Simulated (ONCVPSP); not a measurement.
**u(r) = r·R(r): atom against pseudo-atom (B (Z = 5))**

Columns: radius, all-electron u(r) and pseudo u(r) of the 2s shell (level -9.49 eV) of boron in the configuration [He] 2s2 2p1; PW91, scalar-relativistic, ONCV scheme, ONCVPSP 4.0.1.

```
r (bohr)  all-electron  pseudo
   0.155       -0.3060  0.0721
   0.310       -0.2059  0.1457
   0.465        0.0064  0.2327
   0.620        0.2223  0.3292
   0.775        0.4039  0.4274
   0.930        0.5430  0.5340
   1.085        0.6405  0.6349
   1.240        0.7009  0.7005
   1.395        0.7305  0.7305
   1.550        0.7362  0.7362
   1.705        0.7239  0.7239
   1.860        0.6988  0.6988
   2.015        0.6649  0.6649
   2.170        0.6256  0.6256
   2.325        0.5832  0.5832
   2.480        0.5395  0.5395
   2.635        0.4960  0.4960
   2.790        0.4536  0.4536
   2.945        0.4130  0.4130
   3.100        0.3746  0.3746
   3.255        0.3386  0.3386
   3.410        0.3053  0.3053
   3.565        0.2747  0.2747
   3.720        0.2466  0.2466
   3.875        0.2211  0.2211
   4.030        0.1980  0.1980
```

**Question.** How many radial nodes do the two functions have?

**Answer.** The all-electron 2s function has n − l − 1 = 1; the pseudo-wave has 0, since the states of the same l below it are removed with the core.

**Question.** At about which radius was the pseudo-wave matched?

**Answer.** 1.35 bohr, where the columns begin to agree (steps of 0.15 bohr).

**Question.** Where does each function peak?

**Answer.** Outermost all-electron maximum near 1.55 bohr, pseudo maximum near 1.55 bohr (to the table’s step).

**Question.** Is the pseudo-wave norm-conserving?

**Answer.** Yes: the ONCV scheme keeps the norm inside the radius equal to the all-electron one, which fixes the energy derivative of the logarithmic derivative at the level.
